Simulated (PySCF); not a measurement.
SMILES s1c(ncc1)Cc1ccccc1, GFN2-xTB optimised geometry.

```
21

C      2.09    -2.22    -4.11
C      2.84    -1.50    -3.20
C      2.41    -1.39    -1.89
C      1.23    -2.00    -1.48
C      0.73    -1.83    -0.06
C     -0.12    -0.62     0.00
N     -1.41    -0.62     0.00
C     -1.92     0.63     0.01
C     -1.01     1.63     0.01
S      0.59     0.99     0.00
C      0.48    -2.71    -2.41
C      0.91    -2.83    -3.72
H      2.43    -2.31    -5.14
H      3.76    -1.02    -3.50
H      2.99    -0.82    -1.18
H      1.58    -1.73     0.62
H      0.13    -2.69     0.23
H     -2.99     0.76     0.01
H     -1.16     2.69     0.01
H     -0.44    -3.18    -2.10
H      0.33    -3.39    -4.43
```

Density from CAM-B3LYP/def2-SVP (PySCF 2.14.0) at that geometry.

Minimum of the electron density along straight lines between bonded atoms, close to the bond critical point (lines longer than 1.1 times the sum of covalent radii, or with two minima, are not listed):

```json
[
 {"bond": "C1–C2", "length / Å": "1.384", "ρ at the minimum / e bohr⁻³": "0.315", "∇²ρ there / e bohr⁻⁵": "-0.82", "position (fraction from the first atom)": "0.50"},
 {"bond": "C2–C3", "length / Å": "1.384", "ρ at the minimum / e bohr⁻³": "0.315", "∇²ρ there / e bohr⁻⁵": "-0.82", "position (fraction from the first atom)": "0.50"},
 {"bond": "C3–C4", "length / Å": "1.388", "ρ at the minimum / e bohr⁻³": "0.313", "∇²ρ there / e bohr⁻⁵": "-0.81", "position (fraction from the first atom)": "0.50"},
 {"bond": "C4–C5", "length / Å": "1.510", "ρ at the minimum / e bohr⁻³": "0.253", "∇²ρ there / e bohr⁻⁵": "…", "position (fraction from the first atom)": "0.50"},
 {"bond": "C5–C6", "length / Å": "1.487", "ρ at the minimum / e bohr⁻³": "0.264", "∇²ρ there / e bohr⁻⁵": "-0.65", "position (fraction from the first atom)": "0.48"},
 {"bond": "C6–N7", "length / Å": "1.282", "ρ at the minimum / e bohr⁻³": "…", "∇²ρ there / e bohr⁻⁵": "-0.91", "position (fraction from the first atom)": "0.35"},
 {"bond": "N7–C8", "length / Å": "1.354", "ρ at the minimum / e bohr⁻³": "0.332", "∇²ρ there / e bohr⁻⁵": "-1.03", "position (fraction from the first atom)": "0.64"},
 {"bond": "C8–C9", "length / Å": "1.357", "ρ at the minimum / e bohr⁻³": "0.328", "∇²ρ there / e bohr⁻⁵": "-0.84", "position (fraction from the first atom)": "0.49"},
 {"bond": "C6–S10", "length / Å": "1.758", "ρ at the minimum / e bohr⁻³": "0.205", "∇²ρ there / e bohr⁻⁵": "…", "position (fraction from the first atom)": "0.46"},
 {"bond": "C9–S10", "length / Å": "1.720", "ρ at the minimum / e bohr⁻³": "0.217", "∇²ρ there / e bohr⁻⁵": "-0.48", "position (fraction from the first atom)": "0.47"},
 {"bond": "C4–C11", "length / Å": "1.388", "ρ at the minimum / e bohr⁻³": "0.313", "∇²ρ there / e bohr⁻⁵": "-0.81", "position (fraction from the first atom)": "0.50"},
 {"bond": "C1–C12", "length / Å": "1.385", "ρ at the minimum / e bohr⁻³": "0.315", "∇²ρ there / e bohr⁻⁵": "-0.82", "position (fraction from the first atom)": "0.50"},
 {"bond": "C11–C12", "length / Å": "1.384", "ρ at the minimum / e bohr⁻³": "0.315", "∇²ρ there / e bohr⁻⁵": "-0.82", "position (fraction from the first atom)": "0.50"},
 {"bond": "C1–H13", "length / Å": "1.080", "ρ at the minimum / e bohr⁻³": "0.284", "∇²ρ there / e bohr⁻⁵": "-1.09", "position (fraction from the first atom)": "0.63"},
 {"bond": "C2–H14", "length / Å": "1.080", "ρ at the minimum / e bohr⁻³": "0.284", "∇²ρ there / e bohr⁻⁵": "-1.09", "position (fraction from the first atom)": "0.63"},
 {"bond": "C3–H15", "length / Å": "1.081", "ρ at the minimum / e bohr⁻³": "0.283", "∇²ρ there / e bohr⁻⁵": "-1.08", "position (fraction from the first atom)": "0.63"},
 {"bond": "C5–H16", "length / Å": "1.092", "ρ at the minimum / e bohr⁻³": "0.277", "∇²ρ there / e bohr⁻⁵": "-1.03", "position (fraction from the first atom)": "0.63"},
 {"bond": "C5–H17", "length / Å": "1.091", "ρ at the minimum / e bohr⁻³": "0.279", "∇²ρ there / e bohr⁻⁵": "-1.05", "position (fraction from the first atom)": "0.64"},
 {"bond": "C8–H18", "length / Å": "1.075", "ρ at the minimum / e bohr⁻³": "0.289", "∇²ρ there / e bohr⁻⁵": "-1.15", "position (fraction from the first atom)": "0.64"},
 {"bond": "C9–H19", "length / Å": "1.071", "ρ at the minimum / e bohr⁻³": "0.286", "∇²ρ there / e bohr⁻⁵": "-1.14", "position (fraction from the first atom)": "0.65"},
 {"bond": "C11–H20", "length / Å": "1.080", "ρ at the minimum / e bohr⁻³": "0.284", "∇²ρ there / e bohr⁻⁵": "-1.09", "position (fraction from the first atom)": "0.63"},
 {"bond": "C12–H21", "length / Å": "1.080", "ρ at the minimum / e bohr⁻³": "0.284", "∇²ρ there / e bohr⁻⁵": "-1.09", "position (fraction from the first atom)": "0.63"}
]
```

### Question
Complete the blanks.

### Answer

- C4–C5, ∇²ρ there / e bohr⁻⁵: -0.60
- C6–N7, ρ at the minimum / e bohr⁻³: 0.381
- C6–S10, ∇²ρ there / e bohr⁻⁵: -0.40
